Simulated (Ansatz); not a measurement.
Basis-set extrapolation for `O[SiH](F)O[SiH2]` radical (PBE0-D4/def2-TZVP geometry, frozen core, Ansatz). Multiplicity 2, UHF reference.

```json
{"": "HF", "def2-TZVPP": "-829.692744", "def2-QZVPP": "-829.724600"}
{"": "MP2 correlation", "def2-TZVPP": "-0.936702", "def2-QZVPP": "-1.017883"}
{"": "CCSD(T) correlation", "def2-TZVPP": "-0.995934", "def2-QZVPP": "not run"}
```

Energies in hartree. Use E(X) = E(∞) + A·exp(−7.88·√X) for Hartree–Fock and E(X) = E(∞) + B·X^(−2.97) for correlation, with X = 3 and 4, and add CCSD(T) minus MP2 of the smaller set to the MP2 limit.

Problem. What is the CCSD(T) energy at the basis-set limit?

Solution. HF limit: -829.724600 + (-0.031856) × 0.13774 = -829.72899. MP2 limit: -1.017883 + (-0.081181) × 0.74074 = -1.07802. Higher-order term: -0.995934 − (-0.936702) = -0.05923. Total: -830.86624 hartree, 466.2 kJ/mol below CCSD(T)/def2-TZVPP.
